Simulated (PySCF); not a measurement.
Isomers of C5H4N2, one GFN2-xTB conformer each. Single-point energies are computed at PBE0/pcSseg-1 (PySCF, gas phase, no added dispersion term), electronic only.

Question: Rank them by PBE0/pcSseg-1 energy, lowest first (kJ/mol).
A. `N#CC(=CC)C#N`
B. `C/C(C#N)=C/C#N`
C. `C#Cc1cnc[nH]1`

Answer: B (0.0), A (5.7), C (29.5).

As drawn, the lowest has a C≡N group and a C=C bond outside aromatic rings, which the highest lacks; the highest has an aromatic ring, a C≡C bond and an N–H bond, which the lowest lacks. Neighbours under 10 kJ/mol apart (C/C(C#N)=C/C#N and CC=C(C#N)C#N) can change places with a better method, another conformer or zero-point energy. GFN2-xTB itself gives, in the same order: 96.9, 100.2, 0.0. GFN2-xTB puts C#Cc1cnc[nH]1 lowest instead; measured from each level's own lowest isomer, the values differ by up to 96.9 kJ/mol (C/C(C#N)=C/C#N: 96.9 against 0.0).

Question: Which frontier levels, dipoles and rotational constants go with these structures?

Answer: 
| SMILES | HOMO (eV, PBE0/pcSseg-1) | LUMO (eV) | dipole (D) | A, B, C (MHz) |
| --- | --- | --- | --- | --- |
| C/C(C#N)=C/C#N | -8.52 | -2.76 | 6.11 | 4190, 2166, 1441 |
| CC=C(C#N)C#N | -8.55 | -2.56 | 5.47 | 3662, 2285, 1419 |
| C#Cc1cnc[nH]1 | -6.58 | -0.52 | 3.27 | 9620, 1999, 1655 |
